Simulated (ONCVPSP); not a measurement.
**I (Z = 53), ONCV: configuration errors across variants**

I, optimised norm-conserving Vanderbilt (ONCV), made with ONCVPSP 4.0.1 (PBEsol, scalar-relativistic). Core [Kr] 4d10, reference 5s2 5p5. Waves: 5s: rc 1.50 bohr, ncon 4, nbas 9, qcut 5.1 1/bohr, 2 projectors, debl 3.4 Ha; 5p: rc 1.70 bohr, ncon 4, nbas 7, qcut 5.4 1/bohr, 2 projectors, debl 3.5 Ha. Local part: polynomial inside 1.50 bohr (lpopt 2, dvloc0 0 Ha). Core correction: Teter function fitted to the true core (icmod 2), fcfact 0.65.

All-electron excitation energies from the reference (eV): (1) 5s2 5p4 11.151; (2) 5s2 5p3 31.035; (3) 5s2 5p2 60.421; (4) 5s2 5p4.5 4.540.

5 further variants failed, have other tests or another functional or relativity, and are left out.

A true bound ghost makes a file unfit for plane-wave use even where its test errors are small: the radial tests pick states by their node count and pass the ghost by.

Errors AE − PS in meV (a dash: test not solved or not reliable):

```csv
change,(1),(2),(3),(4),bound ghosts,GHOST(+) flags above zero
base,-4.6,-18,-47,-1.5,"s, p",none
"local potential polynomial inside 1.50 bohr (lpopt 2, dvloc0 8 Ha)",+8.0,+57,–,+0.9,"s, p",none
s: qcut 5; p: qcut 5.3,-4.6,-18,–,-1.5,"s, p",none
"core correction Teter function, fcfact 2.25, rcfact 1",-7.2,-31,-78,-2.1,"s, p",none
```

Give the same row for: local potential polynomial inside 1.30 bohr (lpopt 5, dvloc0 1 Ha).

-4.3, -17, –, -1.5; bound ghosts: s, p; GHOST(+) flags above zero: none.
